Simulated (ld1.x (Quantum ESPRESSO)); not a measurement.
I, ultrasoft: configuration errors across variants

* Element: iodine (I)
* Generator: ld1.x (Quantum ESPRESSO) 7.5
* Type: ultrasoft
* Functional: PW91
* Relativity: scalar-relativistic
* Frozen core: [Kr] 4d10
* Valence charge: 7
* Reference configuration: 5s2 5p5
* Partial waves: 5s (bound): rcut 1.90, rcutus 2.05 bohr; 5s channel at -0.25 Ry: rcut 1.90, rcutus 2.05 bohr; 5p (bound): rcut 1.65, rcutus 2.10 bohr; 5p channel at 0.75 Ry: rcut 1.65, rcutus 2.10 bohr; 5d channel at 0.1 Ry: rcut 1.55, rcutus 1.85 bohr
* Local potential: all-electron potential smoothed inside 1.55 bohr (lloc = -1)
* Core correction: a·sin(br)/r model core inside 1.50 bohr
* Augmentation charge: built from norm-conserving waves at rcut, not smoothed further

All-electron excitation energies from the reference (eV): (1) 5s2 5p4 11.185; (2) 5s2 5p3 31.101; (3) 5s2 5p2 60.517; (4) 5s2 5p5.3 -1.797; (5) 5s2 5p4.5 4.558; (6) 5s1 5p6 10.441.

The overlap operator is not positive definite (basis up to 400 Ry) in “waves 5p (bound): rcut 1.65, rcutus 2.80 bohr; 5p channel at 0.75 Ry: rcut 1.65, rcutus 2.80 bohr”, “waves 5p (bound): rcut 1.65, rcutus 3.18 bohr; 5p channel at 0.75 Ry: rcut 1.65, rcutus 3.18 bohr”. Such files are unfit for use, however small their errors in these radial tests.

2 further variants failed, have other tests or too few solved ones, and are left out.

A true bound ghost makes a file unfit for plane-wave use even where its test errors are small: the radial tests pick states by their node count and pass the ghost by.

Errors AE − PS in meV (a dash: test not solved or not reliable):

| change | (1) | (2) | (3) | (4) | (5) | (6) | bound ghosts |
| --- | --- | --- | --- | --- | --- | --- | --- |
| base | -5.5 | -26 | -79 | +0.4 | -1.6 | -7.0 | s |
| waves 5p (bound): rcut 1.65, rcutus 1.80 bohr; 5p channel at 0.75 Ry: rcut 1.65, rcutus 1.80 bohr | -5.5 | -26 | -78 | +0.4 | -1.6 | -7.0 | s |
| waves 5p (bound): rcut 1.65, rcutus 2.00 bohr; 5p channel at 0.75 Ry: rcut 1.65, rcutus 2.00 bohr | -5.5 | -26 | -79 | +0.4 | -1.6 | -7.0 | s |
| waves 5p (bound): rcut 1.65, rcutus 2.16 bohr; 5p channel at 0.75 Ry: rcut 1.65, rcutus 2.16 bohr | -5.5 | -26 | -79 | +0.4 | -1.6 | -6.8 | s |
| waves 5p (bound): rcut 1.65, rcutus 2.50 bohr; 5p channel at 0.75 Ry: rcut 1.65, rcutus 2.50 bohr | -5.5 | -26 | -78 | +0.4 | -1.6 | -6.4 | s |
| waves 5p (bound): rcut 1.65, rcutus 2.80 bohr; 5p channel at 0.75 Ry: rcut 1.65, rcutus 2.80 bohr | -5.5 | -26 | -79 | +0.4 | -1.6 | -6.8 | s (p not tested, overlap not positive) |
| waves 5p (bound): rcut 1.65, rcutus 2.96 bohr; 5p channel at 0.75 Ry: rcut 1.65, rcutus 2.96 bohr | -4.5 | -20 | -63 | +0.4 | -1.4 | -4.0 | s |
| waves 5p (bound): rcut 1.65, rcutus 3.18 bohr; 5p channel at 0.75 Ry: rcut 1.65, rcutus 3.18 bohr | +7.1 | +28 | +35 | +1.3 | +1.3 | +2.3 | s (p not tested, overlap not positive) |

Give the same row for: waves 5p (bound): rcut 1.65, rcutus 2.34 bohr; 5p channel at 0.75 Ry: rcut 1.65, rcutus 2.34 bohr.

-5.5, -26, -78, +0.4, -1.6, -6.6; bound ghosts: s.
